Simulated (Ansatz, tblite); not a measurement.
Forces on Li6H5 at its r2SCAN-D4/def2-TZVP geometry. Total charge 0; doublet.

The xTB rows come from tblite. Another isomer (doublet) lies 0.70 eV lower at PBE0-D4/def2-TZVP; other spin states weren't run for this one.

GFN1-xTB (tblite), largest force 0.39 eV/Å:

```xyz
11
positions Å, forces eV/Å
Li    0.710    1.783   -1.003    0.162   -0.278    0.046
Li    0.674   -0.441    1.678   -0.059   -0.099   -0.320
Li    0.185   -1.023   -0.618   -0.015    0.210    0.207
Li   -2.047    0.770   -0.242    0.094   -0.302    0.088
Li   -2.259   -1.387    1.281    0.117    0.274   -0.249
Li    2.903    0.496   -0.296   -0.362    0.107   -0.092
H    -3.215   -0.297    0.415   -0.022    0.059    0.043
H    -0.570   -1.555    0.972   -0.179   -0.177    0.229
H    -0.559    0.540   -1.189   -0.062    0.137   -0.065
H     2.409    1.797   -1.249   -0.003    0.067    0.034
H     1.770   -0.683    0.252    0.330    0.002    0.079
```

GFN2-xTB (tblite), largest force 0.57 eV/Å:

```
Li 0.180 -0.115 0.216
Li -0.096 0.490 0.283
Li 0.020 -0.043 0.014
Li 0.057 -0.166 0.251
Li 0.110 0.291 -0.145
Li -0.317 0.141 -0.009
H 0.329 0.024 -0.056
H -0.358 -0.308 -0.183
H -0.016 -0.055 -0.098
H -0.238 -0.194 0.107
H 0.328 -0.066 -0.381
```

PBE-D4/def2-TZVP (Ansatz), largest force 0.06 eV/Å:

```
Li 0.017 -0.045 -0.010
Li -0.002 -0.009 -0.015
Li -0.007 0.016 -0.003
Li 0.011 -0.047 -0.001
Li 0.012 0.031 -0.051
Li -0.049 0.008 -0.024
H 0.013 0.005 0.023
H 0.004 0.006 0.022
H 0.003 0.026 0.018
H -0.002 0.002 0.021
H 0.000 0.006 0.020
```
